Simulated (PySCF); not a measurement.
## Spinor energies of Ni⁺ (nickel, charge +1)

Start: [Ar] 3d9; 3d3/2 filled at m_j = -3/2, -1/2, +1/2, +3/2; 3d5/2 filled at m_j = -3/2, -1/2, +1/2, +3/2, +5/2. Calculated with PySCF 2.14 in x2c-SVPall-2c with one added diffuse shell each of s, d type (6s5p4d1f, 48 functions): generalised Hartree-Fock with the X2C-1e Hamiltonian and a Gaussian nucleus; one run each with spin-orbit coupling (SO) switched off, then screened by Boettger's factors.

```
spinor shell  electrons  ε, spin-free (eV)  ε, screened SO (eV)  weight of nominal j (screened SO)  rms radius, screened SO (bohr)
       1s1/2          2            -8402.1              -8402.0                              1.000                          0.0625
       2s1/2          2            -1052.0              -1051.9                              1.000                           0.265
       2p1/2          2            -901.71              -913.99                              0.999                           0.236
       3s1/2          2            -138.36              -138.35                              1.000                           0.799
       3p1/2          2            -92.648              -95.281                              0.942                           0.849
       3p3/2          4            -92.648              -91.338                              0.971                           0.857
       3d3/2          4            -20.748              -21.329                              0.795                            1.19
       3d5/2          5            -20.748              -20.287                              0.836                            1.22
```

Task: Where does 2p3/2 lie, and what is the 2p spin-orbit splitting (screened SO)?

Result: At -895.67 eV, 18.318 eV above 2p1/2.

```json
{"quantity": "E (hartree)", "spin-free": "-1518.54446", "screened SO": "-1518.57234"}
{"quantity": "M_J", "spin-free": "5/2", "screened SO": "5/2"}
{"quantity": "⟨J²⟩", "spin-free": "8.761", "screened SO": "8.762"}
{"quantity": "⟨L²⟩", "spin-free": "6.008", "screened SO": "6.010"}
{"quantity": "⟨S²⟩", "spin-free": "0.753", "screened SO": "0.754"}
```

Each row is a mean over spinors that exchange with the open shell spreads, by up to 6.720 eV (3p3/2).

Rows whose weight is well below 1 are mixtures of j = l ± 1/2: exchange outweighs spin-orbit coupling there, and the label is only the starting occupation.

Without spin-orbit coupling the j labels of p, d and f shells carry no meaning; the spin-free column gives the mean over the occupied spinors of each nl shell.
